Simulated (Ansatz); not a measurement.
Reaction (ligand exchange at the Si–S bond): `F[Si](F)(Cl)S[SiH2]Cl` + `O[SiH](F)S` → `O[SiH](F)S[SiH2]Cl` + `F[Si](F)(S)Cl`

Computed with Ansatz on PBE0-D4/def2-TZVP structures; ΔE is electronic, products minus reactants. CBS: MP2 limit from def2 TZ/QZ plus the TZ coupled-cluster correction, frozen cores. Functionals use def2-TZVPP. B3LYP here is the variant with VWN-RPA as its local correlation; programs differ in this. One conformer a species, not always the lowest.

```json
{"level": "r2SCAN-D4", "ΔE (eV)": "-0.03"}
{"level": "B2PLYP", "ΔE (eV)": "-0.04"}
{"level": "B3LYP", "ΔE (eV)": "-0.04"}
{"level": "CCSD/CBS(def2)", "ΔE (eV)": "-0.03"}
```

(1) What does CCSD(T)/CBS give? (Estimate.)

Largest T1 diagnostic among the species: 0.012.

Answers

(1) The calculation gave: -0.03 eV. The listed levels differ from it by 0.00, -0.01, -0.01, 0.00 eV.
